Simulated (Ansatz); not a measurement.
Geometry optimisation, UKS PBE-D4/def2-SVP in Ansatz 0.2.0.

The input (input.yaml):

```yaml
crystal:
  periodic: [false, false, false]
  atoms:
    - { symbol: Si, position_ang: [-0.45066, -0.359482, -1.081771] }
    - { symbol: S, position_ang: [-0.029426, 1.723518, 1.657608] }
    - { symbol: H, position_ang: [-1.690808, 0.42732, -0.803119] }
    - { symbol: H, position_ang: [-0.545288, -1.18523, -2.329631] }
    - { symbol: "N", position_ang: [-0.108204, -1.434615, 0.211122] }
    - { symbol: H, position_ang: [0.448963, 1.942642, 0.402089] }
    - { symbol: F, position_ang: [0.732814, 0.773836, -1.41436] }
    - { symbol: H, position_ang: [1.217043, 1.407402, 2.106201] }
    - { symbol: H, position_ang: [-0.097389, -1.067626, 1.166603] }
    - { symbol: H, position_ang: [0.523056, -2.227766, 0.085259] }
magnetization:
  spin_polarized: true
basis:
  gaussian: { orbitals: def2-SVP }
hamiltonian:
  xc: pbe
  dispersion: d4
relax:
  f_tol: 0.03
  max_steps: 50
```

Command:

```bash
$ ansatz run input.yaml --threads 2 --pin off --max-ram 3072MiB --backend cpu --events-out ev --progress --plain --runs-dir out
```

Q: Where does it end, and by what steps?

A: It converged. After 10 steps the energy has fallen by 0.037 eV; H3 moved furthest, 0.44 Å.

```json
{"step": "0", "energy less start (eV)": "0.0000", "largest force component (eV/Å)": "0.215", "accepted": "yes"}
{"step": "1", "energy less start (eV)": "-0.0201", "largest force component (eV/Å)": "0.218", "accepted": "yes"}
{"step": "2", "energy less start (eV)": "-0.0190", "largest force component (eV/Å)": "0.350", "accepted": "no"}
{"step": "3", "energy less start (eV)": "-0.0296", "largest force component (eV/Å)": "0.064", "accepted": "yes"}
{"step": "4", "energy less start (eV)": "-0.0326", "largest force component (eV/Å)": "0.082", "accepted": "yes"}
{"step": "5", "energy less start (eV)": "-0.0344", "largest force component (eV/Å)": "0.059", "accepted": "yes"}
{"step": "6", "energy less start (eV)": "-0.0356", "largest force component (eV/Å)": "0.043", "accepted": "yes"}
{"step": "7", "energy less start (eV)": "-0.0365", "largest force component (eV/Å)": "0.056", "accepted": "yes"}
{"step": "8", "energy less start (eV)": "-0.0366", "largest force component (eV/Å)": "0.054", "accepted": "yes"}
{"step": "9", "energy less start (eV)": "-0.0369", "largest force component (eV/Å)": "0.049", "accepted": "yes"}
{"step": "10", "energy less start (eV)": "-0.0370", "largest force component (eV/Å)": "0.016", "accepted": "yes"}
```

```xyz
10
Properties=species:S:1:pos:R:3
Si -0.518 -0.424 -1.198
S 0.213 1.797 1.887
H -1.888 0.170 -1.103
H -0.322 -1.305 -2.392
N -0.187 -1.348 0.213
H 0.451 1.842 0.544
F 0.497 0.876 -1.412
H 1.454 1.290 2.121
H -0.289 -0.883 1.123
H 0.588 -2.014 0.217
```

The run took 16 s on 2 threads of INTEL(R) XEON(R) PLATINUM 8581C CPU @ 2.30GHz (Emerald Rapids), on a shared host, peak memory 0.2 GiB.
